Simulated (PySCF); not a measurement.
Problem. Write Cartesian coordinates for MoO2Cl2 (`[O]=[Mo](=[O])([Cl])[Cl]`) as optimised with PBE0-D3(BJ)/def2-SVP. (Singlet state.)

Solution. 
```xyz
5
Cl2MoO2 angstrom
Mo     0.097   -0.026    0.058
O     -0.013   -0.141    1.710
O      1.716   -0.042   -0.310
Cl    -0.825    1.914   -0.637
Cl    -0.900   -1.814   -0.882
```

Any rigid rotation of these coordinates is as good. Atoms count from 1 in this order. Mo1 (molybdenum bonded to 2 Cl and 2 O) is tetrahedral (angles from 106.5° to 111.9°).

Bonds between heavy atoms (Å): Mo1–O2 1.660, Mo1–O3 1.660, Mo1–Cl4 2.257, Mo1–Cl5 2.253.

Computed with PBE0-D3(BJ)/def2-SVP geometry optimisation, gas phase, def2 core potentials past Kr (PySCF).

Point group: C2v (every atom within 0.08 Å of its image). No frequency check.

On Arm Neoverse V1, one thread, no GPU, shared host with 32 logical CPUs at a one-minute load of 14, this took 56 s wall and 0.37 GiB of memory at its peak. This is the geometry optimisation.
